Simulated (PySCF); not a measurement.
H5NOSiTe, SMILES N[Te]O[SiH3].

The structure is a stationary point at PBE0-D3(BJ)/def2-SVP. The structure was generated by enumeration, and PubChem lists no compound with its InChIKey, so it may never have been made. The def2 effective core potentials stand for the cores of Te; spin–orbit coupling is left out. Other conformers were not sampled.

All values below come from TDDFT-PBE/def2-SVPD in PySCF.

Vertical excitations. Gas-phase values at a fixed geometry.

| state | energy (eV) | λ (nm) | f | main pairs |
|---|---|---|---|---|
| S1 | 3.04 | 407 | 0.001 | HOMO→LUMO 99 % |
| S2 | 3.68 | 337 | 0.002 | HOMO→LUMO+1 98 % |
| S3 | 4.71 | 263 | 0.010 | HOMO−1→LUMO 82 %, HOMO−2→LUMO 13 % |
| S4 | 4.83 | 257 | 0.039 | HOMO→LUMO+2 99 % |
| S5 | 5.09 | 244 | 0.008 | HOMO−2→LUMO 63 %, HOMO−1→LUMO+1 30 % |
| S6 | 5.34 | 232 | 0.008 | HOMO→LUMO+3 96 % |
| S7 | 5.46 | 227 | 0.069 | HOMO−1→LUMO+1 42 %, HOMO−3→LUMO 27 %, HOMO−2→LUMO 12 % |
| S8 | 5.52 | 225 | 0.008 | HOMO−2→LUMO+1 41 %, HOMO−3→LUMO 24 %, HOMO−1→LUMO+1 14 %, HOMO→LUMO+4 12 % |
| S9 | 5.55 | 224 | 0.017 | HOMO−2→LUMO+1 52 %, HOMO−3→LUMO 31 % |
| S10 | 5.63 | 220 | 0.018 | HOMO→LUMO+4 82 % |
| T1 | 2.39 | 520 | 0 | HOMO→LUMO 100 % |
| T2 | 3.05 | 407 | 0 | HOMO→LUMO+1 99 % |
| T3 | 4.18 | 297 | 0 | HOMO−1→LUMO 98 % |
| T4 | 4.57 | 271 | 0 | HOMO−2→LUMO 98 % |
Triplets are in the Tamm–Dancoff approximation, which puts them higher than full response would, so one can lie above its singlet here.
